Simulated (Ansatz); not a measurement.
Reaction (SMILES): N[SiH2]O[SiH2]N → N[SiH2] + N[SiH2][O] (the O-Si bond at the site shown breaks; other sites are not compared here)
Structures are relaxed separately at B3LYP-D3(BJ)/def2-TZVP in Ansatz (a first-principles code), one conformer each, not searched for the lowest.
Geometry of the first species:
SMILES: [SiH2](O[SiH2]N)N
```xyz
13

N      2.4636     0.4837     0.1119
Si     1.4059    -0.8536    -0.0272
O     -0.1418    -0.5062    -0.4425
Si    -1.6445    -0.0540     0.0332
N     -1.9018     1.6281     0.2079
H      2.8049     0.9769    -0.6975
H      2.4767     1.0666     0.9330
H      1.9330    -1.7234    -1.0962
H      1.3899    -1.5179     1.2953
H     -2.5684    -0.5355    -1.0118
H     -1.9109    -0.6608     1.3565
H     -1.5990     2.1290     1.0275
H     -1.9841     2.2383    -0.5894
```
Charge 0, spin multiplicity 1.

Property: bond dissociation energy (electronic energy difference), in kcal/mol. Valence correlation only, unless marked. Open shells are spin-unrestricted. Spin-orbit coupling is left out. No relativistic terms. Basis-set limits of correlation are two-point, X^-3; Hartree-Fock from the larger set.

CCSD(T)/CBS(cc-pV(T+d)Z,cc-pV(Q+d)Z) (Ansatz) gives 139.4 kcal/mol.

Another calculation gave 131.1 kcal/mol. Which level was it?
(A) BHLYP/def2-TZVPD (Ansatz)
(B) CAM-B3LYP/def2-TZVPD (Ansatz)
(C) revPBE/def2-TZVPD (Ansatz)
(D) PBE/def2-TZVPD (Ansatz)

B, CAM-B3LYP/def2-TZVPD (Ansatz). The others give 127.9 (BHLYP), 123.5 (PBE), 117.5 (revPBE) kcal/mol.
